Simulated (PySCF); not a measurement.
**Exact mass, isotope pattern and composition**

Species: `[I][W]([I])([I])([I])[I]` [radical].

All values are calculated from tables of isotopes.

(1) Molar mass and exact mass?

(2) What cluster does the singly charged cation M+ show when like nominal masses merge?

(3) What is the composition by mass?

(4) Count the protons, neutrons and electrons of the monoisotopic species, and give its exact less its nominal mass.

(5) What share of all molecules is the monoisotopic species?

(6) Which singly substituted isotopologues are there?

Answers

(1) For WI5, with standard atomic weights, 1 × 183.840 + 5 × 126.904 = 818.360 g/mol. From the most abundant isotopes (184W, 127I), 1 × 183.950931 + 5 × 126.904473 = 818.4733 u.

(2) 
```json
{"nominal mass": "815", "m/z (centroid)": "814.4685", "relative intensity": "0.4"}
{"nominal mass": "817", "m/z (centroid)": "816.4700", "relative intensity": "86.5"}
{"nominal mass": "818", "m/z (centroid)": "817.4720", "relative intensity": "46.7"}
{"nominal mass": "819", "m/z (centroid)": "818.4727", "relative intensity": "100.0"}
{"nominal mass": "821", "m/z (centroid)": "820.4762", "relative intensity": "92.8"}
```

Cut off at 0.1 %. One electron mass, 0.00055 u, is taken off. Abundances used (%; other tables differ somewhat): 180W 0.12, 182W 26.5, 183W 14.31, 184W 30.64, 186W 28.43.

(3) W 22.46 %, I 77.54 %.

(4) 339 protons, 480 neutrons and 339 electrons; 818.4733 − 819 = -0.5267 u.

(5) 0.3064 × 1^5 = 30.64 %.

(6) Intensity in % of the monoisotopic species:

| isotope | mass shift (u) | m/z | intensity (%) |
| --- | --- | --- | --- |
| 180W | -4.00423 | 814.4685 | 0.39 |
| 182W | -2.00273 | 816.4700 | 86.49 |
| 183W | -1.00071 | 817.4720 | 46.70 |
| 186W | +2.00343 | 820.4762 | 92.79 |

Species under 0.02 % are left out.
